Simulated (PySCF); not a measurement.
Species: (BeO)4 ring, Be₄O₄.
Cartesian coordinates in Å at the PBE0-D3(BJ)/def2-SVP level; atoms count from 1:
```xyz
8
Be4O4 angstrom
Be     0.984   -0.960    1.016
O     -0.326   -1.519    1.267
Be    -1.378   -0.872    0.515
O     -1.955    0.072   -0.416
Be    -0.984    0.960   -1.016
O      0.326    1.519   -1.267
Be     1.378    0.872   -0.515
O      1.955   -0.072    0.416
```

The closed-shell ground state was solved at several levels (PySCF, density fitting, gas phase, non-relativistic). The dipole stays under 0.02 D at every level.

```csv
level,basis functions,total energy (Eh),HOMO (eV),LUMO (eV),gap (eV)
PBE0/def2-SVPD,140,-359.6673,-8.62,-1.14,7.48
PBE0/pcSseg-1,116,-359.8659,-8.62,-1.04,7.58
B3LYP/pcJ-1,152,-360.3664,-8.07,-1.11,6.96
```

Q: Estimate the row for B3LYP/pcSseg-1, a basis of 116 functions; the other rows only guide the guess.

A: Total energy -360.3402 Eh, HOMO -8.33 eV, LUMO -1.33 eV, gap 7.00 eV.

Q: Over all these levels, which gives the widest orbital gap and which the narrowest?

A: PBE0/pcSseg-1 (global hybrid, 25 % exact exchange) has the widest, 7.58 eV, and B3LYP/pcJ-1 (global hybrid, 20 % exact exchange) the narrowest, 6.96 eV. Functional and basis both differ between the two, so the spread mixes both effects.

One conformer stands for the species.
